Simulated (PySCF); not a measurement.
# Electric field gradients and quadrupole coupling constants

C3H7FOSi.
Z-matrix (Å and degrees, GFN2-xTB geometry), rows numbered from 1:
```
F 
Si  1  1.6113
O   2  1.6067  1  109.61
C   3  1.3842  2  133.32  1    65.04
C   4  1.4946  3  117.71  2   156.05
C   4  1.4976  3  119.04  2    86.43
H   2  1.4442  1  108.14  3  -109.46
H   2  1.4536  1  102.90  3   122.94
H   4  1.0849  3  113.00  2   -59.20
H   5  1.0787  4  118.49  6  -108.81
H   5  1.0784  4  117.06  6   107.61
H   6  1.0789  4  118.56  5   108.71
H   6  1.0790  4  117.07  5  -107.46
```

Field gradients from the PBE0/pcSseg-1 density (PySCF, non-relativistic), principal values in atomic units, ordered |Vxx| ≤ |Vyy| ≤ |Vzz|:

```json
{"atom": "O3", "Vxx": "-0.6594", "Vyy": "-1.0241", "Vzz": "1.6835"}
```

Q: Find the asymmetry η = (Vxx − Vyy)/Vzz and the couplings χ = eQV/h (234.96 MHz × Q in barn × V in au), with Q(17O) = −0.0256 b.

A: 
```tsv
atom	environment	nucleus	η	χzz (MHz)	χxx (MHz)	χyy (MHz)
O3	silyl ether oxygen	17O	0.22	-10.13	3.97	6.16
```

Q: What is Vzz at O3 in SI units (1 au = 9.71736 × 10²¹ V/m²)?

A: 1.6835 au = 16.360 × 10²¹ V/m².

Were the hydrogens deuterons (Q(2H) = 0.00286 b), χzz would run from 110 kHz (H8) to 224 kHz (H11, H13, H10 and H12).

Geometry: GFN2-xTB, one conformer, isolated molecule. GFN2-xTB bond lengths can be off by several hundredths of an ångström, more for odd bonds, and the gradients follow them. With so small a basis the couplings can be 20 % off.
